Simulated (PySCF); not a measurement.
**Excitation energy of Ni by level of theory**

Ni [Ar] 3d8 4s2 (3F) → Ni [Ar] 3d10 (1S), as a difference of total energies. Calculation: PySCF 2.14, in x2c-TZVPPall with one added diffuse shell each of s, p, d, f type (7s6p5d3f1g, 80 functions); the spin-free X2C one-electron Hamiltonian (Gaussian nucleus). Correlated levels: valence: [Ar] frozen. The calculations carry no spin-orbit coupling.

```json
{"method": "UHF", "excitation energy (cm⁻¹)": "50820"}
{"method": "MP2 (valence)", "excitation energy (cm⁻¹)": "-1189.1"}
{"method": "SCS-MP2 (valence)", "excitation energy (cm⁻¹)": "5894.4"}
{"method": "CCSD (valence)", "excitation energy (cm⁻¹)": "22673"}
{"method": "CCSD(T) (valence)", "excitation energy (cm⁻¹)": "17931"}
```

The coupled-cluster amplitudes are large for the upper state (T1 above 0.03 or a double amplitude above 0.15), so a single reference is strained.
